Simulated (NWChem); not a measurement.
A series in which one site is exchanged, each optimised at PBE0/def2-SVP with NWChem, gas phase unless a solvent is named. This build's default masses of Se (78.918 u) and Br (79.917 u) are each other's, which moves their modes by up to 0.6 %. For some, no frequency run checked for a minimum. def2 effective core potentials on I; no spin-orbit coupling.

A: [NH3]->[CuH] (CuNH₄; site = H)
B: [NH3]->[Cu][I] (CuNH$_{3}$I; site = I)
C: [Cu](<-[NH3])[F] (CuNH3F; site = F)
D: [NH3]->[Cu][Br] (CuNH3Br; site = Br)

Values for A:

* **dipole (D), PBE0/def2-SVP**: 6.83
* **orbital gap (eV), PBE0/def2-SVP**: 5.32
* **vertical ionisation energy, ΔSCF, B3LYP/def2-SVP (eV)**: 7.97
* **static polarisability, B3LYP/def2-SVPD (bohr³)**: 46.5
* **lowest singlet excitation, B3LYP/def2-SVPD, TDA (eV)**: 3.96

### Question
How do these values change for the other members?

### Answer
| change from A | B | C | D |
|---|---|---|---|
| dipole (D), PBE0/def2-SVP | +2.71 | +1.73 | +2.52 |
| orbital gap (eV), PBE0/def2-SVP | -0.25 | +0.04 | +0.02 |
| vertical ionisation energy, ΔSCF, B3LYP/def2-SVP (eV) | +0.04 | +0.91 | +0.40 |
| static polarisability, B3LYP/def2-SVPD (bohr³) | +28.8 | -11.9 | +12.8 |
| lowest singlet excitation, B3LYP/def2-SVPD, TDA (eV) | -0.29 | +0.13 | -0.02 |
